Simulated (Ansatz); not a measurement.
Ag(PH3)Cl (AgPH₃Cl), 6 atoms. Hardware: 4 threads of Arm Neoverse V2 on a shared host.

In the def2 sets Ag takes a core potential; there is no spin–orbit coupling. Correlated methods freeze 10 core orbitals; core or outer-core shells of Ag are correlated, in sets that lack core-valence functions.

How many basis functions does each of these Ansatz runs have, and roughly what does it cost? r2SCAN-D4/def2-TZVP, charge 1 doublet at the geometry of the charge 0 singlet, energy, from earlier orbitals; PBE0-D4/def2-TZVP, charge 0 singlet, energy, from earlier orbitals; PBE0-D4/def2-TZVP, charge 0 singlet, frequencies; LDA (SPW92)/def2-TZVP, charge 0 singlet, energy, from earlier orbitals; B3LYP-D4/def2-TZVP, charge 0 singlet, energy, from earlier orbitals; PBE-D4/def2-SVP, charge 0 singlet, energy, from earlier orbitals; PBE0-D4/def2-TZVP, charge 1 doublet at the geometry of the charge 0 singlet, energy, from earlier orbitals; RPA@PBE/def2-TZVP, charge 0 singlet, energy, from earlier orbitals; r2SCAN-D4/def2-TZVP, charge 0 singlet, energy and forces, from earlier orbitals; MP2/def2-TZVP, charge 0 singlet, energy, from earlier orbitals; PBE0-D4/def2-SVP, charge 0 singlet, energy with a search over starts; PBE0-D4/def2-TZVP, charge 0 triplet at the geometry of the charge 0 singlet, energy.

Other jobs shared the machine, so times can vary by a factor of up to 3. A dash marks memory too small to be measured apart from the calling script's.

```json
{"run": "LDA (SPW92)/def2-TZVP, charge 0 singlet, energy, from earlier orbitals", "functions": "132", "fitting or Cholesky vectors": "1011", "wall time": "0.45 s", "peak host memory (GiB)": "–"}
{"run": "PBE-D4/def2-SVP, charge 0 singlet, energy, from earlier orbitals", "functions": "82", "fitting or Cholesky vectors": "858", "wall time": "0.55 s", "peak host memory (GiB)": "–"}
{"run": "MP2/def2-TZVP, charge 0 singlet, energy, from earlier orbitals", "functions": "132", "fitting or Cholesky vectors": "962", "wall time": "0.6 s", "peak host memory (GiB)": "–"}
{"run": "PBE0-D4/def2-TZVP, charge 0 singlet, energy, from earlier orbitals", "functions": "132", "fitting or Cholesky vectors": "1068", "wall time": "0.9 s", "peak host memory (GiB)": "–"}
{"run": "PBE0-D4/def2-SVP, charge 0 singlet, energy with a search over starts", "functions": "82", "fitting or Cholesky vectors": "802", "wall time": "0.95 s", "peak host memory (GiB)": "–"}
{"run": "B3LYP-D4/def2-TZVP, charge 0 singlet, energy, from earlier orbitals", "functions": "132", "fitting or Cholesky vectors": "1035", "wall time": "0.95 s", "peak host memory (GiB)": "–"}
{"run": "RPA@PBE/def2-TZVP, charge 0 singlet, energy, from earlier orbitals", "functions": "132", "fitting or Cholesky vectors": "962", "wall time": "1.6 s", "peak host memory (GiB)": "–"}
{"run": "r2SCAN-D4/def2-TZVP, charge 0 singlet, energy and forces, from earlier orbitals", "functions": "132", "fitting or Cholesky vectors": "1011", "wall time": "2 s", "peak host memory (GiB)": "–"}
{"run": "PBE0-D4/def2-TZVP, charge 1 doublet at the geometry of the charge 0 singlet, energy, from earlier orbitals", "functions": "132", "fitting or Cholesky vectors": "1068", "wall time": "4.7 s", "peak host memory (GiB)": "–"}
{"run": "PBE0-D4/def2-TZVP, charge 0 triplet at the geometry of the charge 0 singlet, energy", "functions": "132", "fitting or Cholesky vectors": "1068", "wall time": "7.5 s", "peak host memory (GiB)": "0.56"}
{"run": "PBE0-D4/def2-TZVP, charge 0 singlet, frequencies", "functions": "132", "fitting or Cholesky vectors": "1068", "wall time": "30 s", "peak host memory (GiB)": "–"}
{"run": "r2SCAN-D4/def2-TZVP, charge 1 doublet at the geometry of the charge 0 singlet, energy, from earlier orbitals", "functions": "132", "fitting or Cholesky vectors": "1011", "wall time": "35 s", "peak host memory (GiB)": "–"}
```
